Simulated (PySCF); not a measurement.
Molecule: `CC#CCCB(O)O`, C₅H₉BO₂.

Geometry (Å), atoms numbered from 1 in this order:
```xyz
17

C     3.877   -0.097    0.215
C     2.453   -0.179   -0.041
C     1.278   -0.258   -0.262
C    -0.151   -0.330   -0.498
C    -0.945    0.299    0.657
B    -2.528    0.217    0.476
O    -3.297    0.988    1.286
O    -3.043   -0.616   -0.461
H     4.330    0.666   -0.418
H     4.351   -1.056    0.004
H     4.055    0.161    1.259
H    -0.388    0.188   -1.430
H    -0.447   -1.376   -0.614
H    -0.669   -0.205    1.587
H    -0.637    1.339    0.781
H    -4.248    0.924    1.183
H    -3.997   -0.653   -0.541
```

Frames of a GFN2-xTB Langevin trajectory at 300 K; GIAO PBE0/pcSseg-1 shieldings in PySCF 2.14.0 with density-fitted response routines, gas phase, non-relativistic; equivalent atoms averaged within each frame.

Referencing at the same level of theory: ¹³C (σ = 186.93 ppm), ¹H (σ = 31.72 ppm) vs TMS; ¹¹B (σ = 100.07 ppm) vs BF3·OEt2; H2O for ¹⁷O (σ = 336.08 ppm). The references are static minima.

How do the shifts (ppm) fluctuate along the trajectory?

Results:


```tsv
time (fs)	C3	C2	C5	C4	C1	B6	O7/O8	H16/H17	H9/H10/H11	H12/H13
250	89.6	77.6	21.1	18.0	4.6	28.7	126.3	4.06	2.18	1.90
425	90.8	85.1	23.7	19.1	3.3	29.7	114.3	3.12	1.57	2.20
625	90.1	83.6	20.7	22.8	7.6	26.3	111.1	3.92	2.74	2.83
800	88.7	83.8	25.1	11.4	2.5	25.8	111.5	3.73	1.37	1.18
1000	106.4	85.6	27.5	17.2	6.3	27.9	131.4	3.57	1.48	2.41
mean of frames	93.1	83.2	23.6	17.7	4.9	27.7	118.9	3.68	1.87	2.10
standard deviation	7.5	3.2	2.8	4.1	2.1	1.6	9.3	0.36	0.58	0.62
```

5 frames give an uncertainty of the mean of about the standard deviation over 2.2 at best, since frames this close in time may not be independent; classical motion lacks zero-point vibration, and the reference would need the same averaging.
